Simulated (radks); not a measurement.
The numbers below are computed, except where a source is named.
Initial-state core-level shifts of neutral europium when its valence configuration changes from [Xe] 4f7 6s2. Level of theory: Dirac Kohn-Sham, LDA (Slater exchange, Perdew-Wang correlation), spin-unpolarised, spherical densities, finite nucleus; open shells fill j = l - 1/2 first; Fermi nuclear charge, rms radius 5.1115 fm (a radial shooting solver on a logarithmic mesh with Libxc functionals). Shifts are changes of the shell-averaged eigenvalues in eV (positive: less bound); the change of the density at the nucleus, which sets a Mossbauer isomer shift, is in e/bohr^3, on a base of 5.768e+05.

valence,2s,2p,3p,4p,density at nucleus
4f7 5d1 6s1,+1.038,+1.037,+0.995,+1.028,-25.49
4f6 5d1 6s2,-6.572,-6.487,-7.405,-6.894,+31.91
4f7 6s1 6p1,-1.164,-1.165,-1.148,-1.160,-20.60
4f6 6s2 6p1,-9.756,-9.667,-10.530,-10.035,+45.72
4f6.5 5d0.5 6s2,-3.118,-3.080,-3.497,-3.287,+15.10
4f7 6s1.5 6p0.5,-0.596,-0.596,-0.588,-0.594,-9.90
4f5 5d2 6s2,-14.430,-14.230,-16.363,-14.893,+70.11
4f7 5d2,+1.529,+1.528,+1.460,+1.518,-46.57
